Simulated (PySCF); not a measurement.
C₅H₁₅AsBN.
Numbering: `[CH3:1]/[C:2]([BH2-:3][AsH3+:4])=[CH:5]/[N:6]([CH3:7])[CH3:8]` (hydrogens: H9, H10, H11 on C1; H12, H13 on B3; H14, H15, H16 on As4; H17 on C5; H18, H19, H20 on C7; H21, H22, H23 on C8)

A GFN2-xTB structure was refined with PBE0-D3(BJ)/def2-SVP geometry optimisation, gas phase in PySCF 2.14.0. Its GFN2-xTB values:

| coordinate | GFN2-xTB |
| --- | --- |
| C1–C2 | 1.501 Å |
| C1–H9 | 1.089 Å |
| C2–B3 | 1.602 Å |
| C2=C5 | 1.328 Å |
| B3–As4 | 2.078 Å |
| B3–H12 | 1.196 Å |
| As4–H14 | 1.523 Å |
| As4–H15 | 1.482 Å |
| C5–N6 | 1.433 Å |
| C5–H17 | 1.090 Å |
| N6–C7 | 1.453 Å |
| C7–H18 | 1.097 Å |
| C7–H19 | 1.092 Å |
| C1–C2–B3 | 117.5° |
| C1–C2–C5 | 119.0° |
| C2–B3–As4 | 107.1° |
| C2–C5–N6 | 121.6° |
| B3–C2–C5 | 123.5° |
| C5–N6–C7 | 110.3° |
| C7–N6–C8 | 111.6° |

Q: How do these coordinates change at the PBE0-D3(BJ)/def2-SVP level?

A: 
```tsv
coordinate	PBE0-D3(BJ)/def2-SVP (Å or °)	change
B3–H12	1.227	+0.031
As4–H15	1.507	+0.025
C1–H9	1.103	+0.014
C5–H17	1.104	+0.014
C2=C5	1.342	+0.014
C7–H18	1.109	+0.012
B3–As4	2.066	-0.012
C2–B3	1.595	-0.007
C7–H19	1.099	+0.007
C5–N6	1.430	-0.003
As4–H14	1.526	+0.003
N6–C7	1.452	-0.001
C1–C2	1.500	-0.001
C5–N6–C7	112.8	+2.5
C2–B3–As4	109.4	+2.3
C2–C5–N6	122.5	+0.9
C1–C2–B3	116.6	-0.9
C7–N6–C8	112.5	+0.9
B3–C2–C5	124.1	+0.6
C1–C2–C5	119.3	+0.3
```

The energy falls by 4.1 kcal/mol over 7 energy and gradient evaluations, the largest force component goes from 0.0154 to 2.9e-04 Eh/bohr, and the atoms move by 0.073 Å rms after alignment. Among the bonds, B3–H12 and B3–H13 change most and about equally (+0.030 to +0.031 Å). Bonds longer at the end by more than 0.005 Å: 15 of 22; shorter: 2. Rotational constants go from 1510, 1207, 794.4 to 1454, 1179, 769.5 MHz.

The run used 205 basis functions and 49 SCF cycles in all. On one thread, Arm Neoverse V1 (aarch64), shared host with 64 logical CPUs at a one-minute load of 29, this took 2.2 min wall and 0.82 GiB of memory at its peak.

No frequency check. One conformer, not necessarily the lowest.

The values belong to the conformer `[CH3:1]/[C:2]([BH2-:3][AsH3+:4])=[CH:5]/[N:6]([CH3:7])[CH3:8]`: C1–C2–B3–As4 159°, C2–C5–N6–C7 -92°.
